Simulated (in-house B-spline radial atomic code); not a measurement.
Whole-atom quantities along the 9-electron series, configuration 1s2 2s2 2p1/2(2) 2p3/2(3). Breit and QED terms are first order and not part of the total energy; the density at the nucleus is averaged over the nuclear charge. Computed with a B-spline radial code for spherical atoms: Dirac-Hartree-Fock, jj configuration that fills j = l - 1/2 first, finite nuclei.

```tsv
ion	Z	E/Z² (Eh)	Σ<r²> (bohr²)	n(0)/Z³ (bohr⁻³)	Lamb diamagnetic shielding (ppm)	repulsion over attraction	Breit energy (eV)	self-energy (eV)	vacuum polarisation (eV)
F	9	-1.2284	10.227	0.63456	471.51	0.16681	0.31148	0.20912	-0.010688
Ne+	10	-1.2796	6.7495	0.64636	538.89	0.15603	0.45133	0.30729	-0.016397
Mg3+	12	-1.3629	3.667	0.66935	673.45	0.1364	0.851	0.59548	-0.034334
Al4+	13	-1.397	2.8785	0.68066	740.78	0.12793	1.1204	0.79461	-0.04746
Si5+	14	-1.4272	2.3228	0.69177	808.18	0.12032	1.4426	1.0367	-0.064025
P6+	15	-1.4541	1.9153	0.70288	875.69	0.11348	1.8225	1.3267	-0.084579
S7+	16	-1.4781	1.6072	0.71406	943.32	0.10731	2.2648	1.6696	-0.10971
Cl8+	17	-1.4998	1.3683	0.72525	1011.08	0.10174	2.7745	2.0705	-0.14006
Ar9+	18	-1.5195	1.1792	0.7368	1078.99	0.096687	3.3564	2.5346	-0.17631
K10+	19	?	?	?	?	?	?	?	?
Ca11+	20	-1.5539	0.90214	0.76108	1215.31	0.087892	4.7565	3.674	-0.26941
Sc12+	21	?	?	?	?	?	?	?	?
Ti13+	22	-1.5831	0.71234	0.78641	1352.38	0.080511	6.5046	5.1315	-0.39534
V14+	23	-1.5961	0.6391	0.80002	1421.23	0.077252	7.5216	5.9938	-0.4728
Cr15+	24	?	?	?	?	?	?	?	?
Mn16+	25	-1.6196	0.52267	0.82798	1559.6	0.071443	9.8667	8.0145	-0.66149
Fe17+	26	-1.6303	0.47597	0.84289	1629.15	0.068845	11.205	9.185	-0.7748
Co18+	27	-1.6404	0.43519	0.85817	1698.96	0.066423	12.66	10.47	-0.90224
```

(1) Fill in the row of K10+.

(2) Fill in the row of Sc12+.

(3) Fill in the row of Cr15+.

(4) With what power of Z does the column «vacuum polarisation (eV)» change over this range?

Answers

(1) E/Z² (Eh): -1.5375; Σ<r²> (bohr²): 1.0268; n(0)/Z³ (bohr⁻³): 0.74886; Lamb diamagnetic shielding (ppm): 1147.07; repulsion over attraction: 0.09209; Breit energy (eV): 4.0154; self-energy (eV): 3.0673; vacuum polarisation (eV): -0.21917.

(2) E/Z² (Eh): -1.5691; Σ<r²> (bohr²): 0.79888; n(0)/Z³ (bohr⁻³): 0.77349; Lamb diamagnetic shielding (ppm): 1283.75; repulsion over attraction: 0.084046; Breit energy (eV): 5.5845; self-energy (eV): 4.3602; vacuum polarisation (eV): -0.32785.

(3) E/Z² (Eh): -1.6083; Σ<r²> (bohr²): 0.57654; n(0)/Z³ (bohr⁻³): 0.81383; Lamb diamagnetic shielding (ppm): 1490.3; repulsion over attraction: 0.074238; Breit energy (eV): 8.6406; self-energy (eV): 6.9528; vacuum polarisation (eV): -0.56118.

(4) A fit of the logarithm of its size against log Z from Z = 9 to 27 has slope 4.03.
